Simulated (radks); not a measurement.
Values are calculated unless marked as measured or tabulated.
Species: neutral bromine. Configuration: [Ar] 3d10 4s2 4p(up 2.875, down 2.125) (fractional occupations, a model configuration).

Level of theory: non-relativistic Kohn-Sham, PBEsol, spin-polarised, spherical densities, point nucleus (a radial shooting solver on a logarithmic mesh with Libxc functionals).

Energy parts (eV):
part                       energy
total                  -69990.738
kinetic                 69944.836
electron-nucleus      -167402.090
Hartree                 29893.574
exchange-correlation    -2427.058

Orbitals (lengths in bohr, moments of r in powers of bohr; r(max) is where P^2 peaks; r(90%) holds 90 % of the orbital's charge):
| orbital | occ. | eigenvalue (eV) | r(90%) | <1/r> | r(max) |
|---|---|---|---|---|---|
| 1s up | 1 | -13078.07 | 0.0778 | 34.48 | 0.02887 |
| 1s down | 1 | -13078.02 | 0.0778 | 34.48 | 0.02887 |
| 2s up | 1 | -1680.383 | 0.299 | 7.642 | 0.1631 |
| 2s down | 1 | -1680.356 | 0.299 | 7.642 | 0.1631 |
| 2p up | 3 | -1515.083 | 0.272 | 7.623 | 0.1291 |
| 2p down | 3 | -1515.040 | 0.272 | 7.623 | 0.1291 |
| 3s up | 1 | -229.2509 | 0.838 | 2.523 | 0.4941 |
| 3s down | 1 | -229.1939 | 0.838 | 2.523 | 0.4941 |
| 3p up | 3 | -171.4570 | 0.869 | 2.412 | 0.4855 |
| 3p down | 3 | -171.3919 | 0.869 | 2.412 | 0.4855 |
| 3d up | 5 | -68.3697 | 0.969 | 2.157 | 0.4299 |
| 3d down | 5 | -68.2859 | 0.968 | 2.158 | 0.4299 |
| 4s up | 1 | -19.6871 | 2.54 | 0.7774 | 1.446 |
| 4s down | 1 | -19.1096 | 2.55 | 0.7777 | 1.444 |
| 4p up | 2.875 | -8.1461 | 3.24 | 0.6290 | 1.675 |
| 4p down | 2.125 | -7.5998 | 3.28 | 0.6255 | 1.676 |

The highest occupied level is 4p down at -7.600 eV. Spin moment in Bohr magnetons: 0.75.
